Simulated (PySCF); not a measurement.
An equivalent PySCF input for As²⁺ (arsenic, charge +2), [Ar] 3d10 4s2 4p1, 2P determinant, with scalar relativity by spin-free X2C-1e:

```python
from pyscf import gto, scf, dft, mp, cc
import basis_set_exchange as bse
mol = gto.M(atom="As 0 0 0", charge=2, spin=1, symmetry="D2h",
            basis=gto.basis.parse(bse.get_basis("x2c-TZVPall", elements=["As"], fmt="nwchem", header=False)),
            nucmod="G")
mf = scf.UHF(mol).sfx2c1e()
mf.irrep_nelec = {'Ag': (6, 6), 'B1g': (1, 1), 'B2g': (1, 1), 'B3g': (1, 1), 'B1u': (2, 2), 'B2u': (3, 2), 'B3u': (2, 2)}
mf.kernel()
```

It reaches the same state as the run whose output follows, and the same energy. The run itself started from symmetry-adapted Hartree-Fock orbitals and held the occupation by maximum overlap, so the iterations belong to that start.

```
SCF conv_tol = 1e-09
number electrons alpha = 16  beta = 15
cycle= 1 E= -2258.0036330416  delta_E= -0.00356  |g|= 0.0219  |ddm|= 0.057
cycle= 2 E= -2258.00405095848  delta_E= -0.000418  |g|= 0.00777  |ddm|= 0.019
cycle= 3 E= -2258.00411209976  delta_E= -6.11e-05  |g|= 0.000361  |ddm|= 0.0106
cycle= 4 E= -2258.00411221047  delta_E= -1.11e-07  |g|= 0.000124  |ddm|= 0.000711
cycle= 5 E= -2258.00411221387  delta_E= -3.4e-09  |g|= 2.16e-05  |ddm|= 0.000113
cycle= 6 E= -2258.00411221426  delta_E= -3.92e-10  |g|= 2.67e-06  |ddm|= 6.86e-05
converged SCF energy = -2258.00411221426  <S^2> = 0.75854977  2S+1 = 2.0085316
```
